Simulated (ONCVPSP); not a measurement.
# cobalt (Co): one change to an ONCV potential, before and after

Co, optimised norm-conserving Vanderbilt (ONCV), made with ONCVPSP 4.0.1 (LDA (Perdew-Wang 92), scalar-relativistic). Core [Ne], reference 3s2 3p6 3d7 4s2. Waves: 3s+4s: rc 1.15 bohr, ncon 3, nbas 7, qcut 13.5 1/bohr, 2 projectors; 3p: rc 1.05 bohr, ncon 4, nbas 8, qcut 11.9 1/bohr, 2 projectors, debl 3.6 Ha; 3d: rc 1.40 bohr, ncon 3, nbas 8, qcut 10.1 1/bohr, 1 projector. Local part: polynomial inside 0.80 bohr (lpopt 5, dvloc0 0 Ha). Core correction: none.

Change: all radii scaled by about 0.89 (s 1.02, p 0.94, d 1.24 bohr); local potential polynomial inside 0.72 bohr (lpopt 5, dvloc0 0 Ha).

Cutoffs: the cutoffs (Ha) at which the residual kinetic energy of the hardest occupied pseudo-wave falls to 1 and 0.1 mHa per electron; they do not see the model core or the augmentation charge, which bear on the density cutoff. Errors are all-electron minus pseudo energies relative to the spin-unpolarised reference configuration.

**Question.** Predict the effect on cutoff, ghosts and configuration errors.

**Answer.** The potential gets harder (56 Ha and 67 Ha → 60 Ha and 112 Ha); of the 4 tests that both files solve, the error grows in 1 and shrinks in 3 by more than 15 % and 0.3 meV (median size 5.2 → 3.6 meV); neither file shows a bound ghost. A smaller radius makes the pseudo-wave follow the all-electron one further in, where it bends more sharply, so more plane waves are needed.

| quantity | base | changed |
| --- | --- | --- |
| cutoff, loose | 56 Ha | 60 Ha |
| cutoff, tight | 67 Ha | 112 Ha |
| loose cutoff by channel | s 56 Ha, p 37 Ha, d 43 Ha | s 60 Ha, p 35 Ha, d 47 Ha |
| bound ghosts | none | none |
| GHOST(+) flags under 300 eV | none | none |
| error for 3s2 3p6 3d7 4s1, meV [ΔE 9.29 eV] | +1.0 | +0.6 |
| error for 3s2 3p6 3d7 4s0, meV [ΔE 26.37 eV] | +7.3 | +5.0 |
| error for 3s2 3p6 3d6 4s0, meV [ΔE 62.56 eV] | -15 | -21 |
| error for 3s2 3p6 3d7 4s0 4p1, meV [ΔE 14.74 eV] | +3.1 | +2.1 |
